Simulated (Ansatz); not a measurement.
`[CH3][SnH]([CH3])[C](C)(C)C` at its PBE0-D4/def2-TZVP geometry, where that method's forces vanish. Total charge 0; spin multiplicity 1. Sn: def2 effective core potential.

```xyz
23

C     0.4441   -2.6736   -0.1936
Sn    1.0276   -0.6778    0.3410
C     2.5097    0.0304   -1.0417
C    -0.7106    0.6360    0.2971
C    -0.2788    2.0457    0.6760
C    -1.7459    0.1248    1.2892
C    -1.2933    0.6318   -1.1098
H    -0.3079   -3.0509    0.5004
H     0.0284   -2.6850   -1.2023
H     1.3077   -3.3391   -0.1657
H     1.6839   -0.6795    1.9333
H     2.8219    1.0426   -0.7821
H     2.1047    0.0365   -2.0547
H     3.3854   -0.6195   -1.0210
H    -1.1424    2.7251    0.6601
H     0.1485    2.0865    1.6821
H     0.4625    2.4488   -0.0203
H    -1.3604    0.1114    2.3128
H    -2.6323    0.7745    1.2825
H    -2.0845   -0.8863    1.0446
H    -0.5771    0.9959   -1.8524
H    -1.6182   -0.3666   -1.4172
H    -2.1730    1.2885   -1.1585
```

What forces (eV/Å) does ωB97M-V/def2-TZVPP give on these atoms in Ansatz? (An estimate is asked.)

The calculation gave: 
```
C1  -0.001  0.013  0.003
Sn2 -0.029  0.037  0.045
C3  -0.011  0.000  0.007
C4   0.247 -0.186  0.009
C5   0.021  0.198  0.048
C6  -0.159 -0.038  0.124
C7  -0.104  0.024 -0.172
H8   0.050  0.016 -0.055
H9   0.025 -0.011  0.068
H10 -0.069  0.043 -0.005
H11 -0.044  0.005 -0.092
H12 -0.015 -0.069 -0.029
H13  0.037  0.005  0.063
H14 -0.061  0.053 -0.008
H15  0.053 -0.047 -0.001
H16 -0.023 -0.009 -0.057
H17 -0.036 -0.030  0.034
H18 -0.015  0.001 -0.061
H19  0.059 -0.040 -0.003
H20  0.026  0.051  0.008
H21 -0.029 -0.021  0.044
H22  0.023  0.047  0.022
H23  0.056 -0.040  0.006
```
